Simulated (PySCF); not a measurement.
C3H8OSi, SMILES C[SiH2]CC=O.

Geometry optimised at B3LYP-D3(BJ)/def2-SVP. The structure was generated by enumeration, and PubChem lists no compound with its InChIKey, so it may never have been made. One conformer was computed; it need not be the lowest.

Two levels are set side by side: TDDFT-PBE/def2-SVPD (PySCF) and TDDFT-LC-ωPBE/def2-SVPD (PySCF). Vertical, same geometry. The lowest singlet is HOMO→LUMO 100 % with PBE and HOMO→LUMO 96 % with the other functional; states are paired by order. Differences are taken from unrounded values.

| quantity | TDDFT-LC-ωPBE |
|---|---|
| lowest singlet excitation (eV) | 4.32 |
| lowest triplet excitation (TDA) (eV) | 3.67 |
| first bright state (f over 0.05) (eV) | 8.97 |
| its oscillator strength | 0.05 |

**Question.** What does TDDFT-PBE give, and how far is it from TDDFT-LC-ωPBE? (The exact figures need the calculation; the answer reports its results.)

**Answer.** 
```json
[
 {"quantity": "lowest singlet excitation (eV)", "TDDFT-PBE": "4.17", "TDDFT-PBE minus TDDFT-LC-ωPBE": "-0.15"},
 {"quantity": "lowest triplet excitation (TDA) (eV)", "TDDFT-PBE": "3.55", "TDDFT-PBE minus TDDFT-LC-ωPBE": "-0.12"},
 {"quantity": "first bright state (f over 0.05) (eV)", "TDDFT-PBE": "6.80", "TDDFT-PBE minus TDDFT-LC-ωPBE": "-2.17"},
 {"quantity": "its oscillator strength", "TDDFT-PBE": "0.05", "TDDFT-PBE minus TDDFT-LC-ωPBE": "0.00"}
]
```

A lower first singlet is the usual sign of a functional without exact exchange. Differences between two approximate levels are no errors against the true value.

Rough cost on one machine, each run with all the roots and properties that it gave: TDDFT-LC-ωPBE against TDDFT-PBE about 7 times.
